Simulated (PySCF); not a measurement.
## MoN(OH) + HF → FMoN + H₂O

Level: PBE0 in the def2-TZVP basis family, computed in PySCF with density fitting; scalar-relativistic core potentials for atoms from Rb on, none lighter, no spin–orbit coupling; open shells unrestricted.

```
species                                                                 state and structure      E (Eh)  ZPE (kJ/mol)  H(298 K) − H(0) (kJ/mol)  S° (J/(mol K))
MoN(OH)  triplet, Cs, Mo–N 1.622 Å, Mo–O 1.914 Å, O–H 0.959 Å; H–O–Mo 121.8°, N–Mo–O 112.9°  -198.66193          41.7                      12.9           292.6
     HF                                                           singlet, C∞v, H–F 0.920 Å  -100.39188          24.9                       8.7           173.6
   FMoN                              triplet, Cs, Mo–F 1.904 Å, Mo–N 1.617 Å; F–Mo–N 114.8°  -222.68685          11.7                      11.9           288.0
    H₂O                                        singlet, C2v, O–H 0.960 Å (×2); H–O–H 105.1°   -76.37736          56.5                       9.9           188.7
```

**Question.** What is the electronic reaction energy?

**Answer.** At PBE0/def2-TZVP, ΔE = -27.3 kJ/mol from the differences of the total energies times 2625.5, downhill. 

**Question.** Add zero-point, thermal and entropy terms for 298.15 K and 1 bar.

**Answer.** ΔZPE = 1.6 and Δ[H(298) − H(0)] = 0.2 kJ/mol give ΔH° = -25.5 kJ/mol. ΔS° = 10.5 J/(mol K), so ΔG° = -25.5 − 298.15 × (0.0105) = -29 kJ/mol and log₁₀K = 5.0.

Open d or f shells are single determinants, so the state found may not be the ground state. Only the bonding shown was studied: isomers, or loss of a ligand pair, can lie lower.
